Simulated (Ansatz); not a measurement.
# Energy profile

The step: CH₆Sn ([CH3][SnH3]) + HBr → SnH₃Br ([Br][SnH3]) + CH₄; bonds formed: Sn1–Br7, C2–H6; bonds broken: Sn1–C2, H6–Br7 (atoms numbered as in the saddle structure below).

Sn1  (-0.574, 0.992, -0.494)
C2  (0.125, -1.150, 0.132)
H3  (-1.792, 0.258, -1.468)
H4  (-1.293, 1.792, 0.807)
H5  (0.576, 1.731, -1.484)
H6  (0.812, -0.141, 0.667)
Br7  (1.852, 1.126, 1.480)
H8  (0.292, -1.485, -0.893)
H9  (-0.858, -1.449, 0.499)
H10  (0.860, -1.675, 0.753)
(Å)

Electronic energies by CCSD(T) at an estimated basis limit (MP2 extrapolated from triple and quadruple zeta, plus CCSD(T) − MP2 in triple zeta), on PBE0-D4/def2-TZVP structures; CH7BrSn, closed shell; no counterpoise correction. Ansatz 0.2.0; basis: def2-TZVPP and def2-QZVPP; cores frozen in the correlated methods. Filled d shells of the heavier atoms are correlated. Core potentials replace the inner electrons of the atoms past krypton. The def2 sets are not built for correlating such inner shells, so the correlated values are less sure here. Extrapolation: Hartree–Fock as exp(−7.88 √X), correlation as X^−2.97.

Q: Give the profile in kJ/mol, counted from the separated reactants. (Judge from chemistry; the value comes from the calculation.)

A: The calculation gives:
| point | kJ/mol |
| --- | --- |
| separated: CH6Sn (linked as [CH3][SnH3]; Sn1, C2, H3, H4, H5, H8, H9, H10; singlet) + HBr (H6, Br7; singlet) | 0.0 |
| start structure | -9.3 |
| saddle | 111.8 |
| end structure | -133.5 |
| separated: SnH3Br (linked as [Br][SnH3]; Sn1, H3, H4, H5, Br7; singlet) + CH4 (C2, H6, H8, H9, H10; singlet) | -128.4 |

No T1 diagnostic of these runs exceeds 0.012.

For scale, one of the runs: CCSD(T)/def2-TZVPP, 227 basis functions, launched by `ansatz run in.yaml --threads 8 --pin off --events-out ev --progress --plain --max-ram 19148MiB`. Time: 87 s of wall clock on 8 CPU threads of a Oxide Virtual Turin-like; the host was shared. Peak host memory: 4.3 GiB.
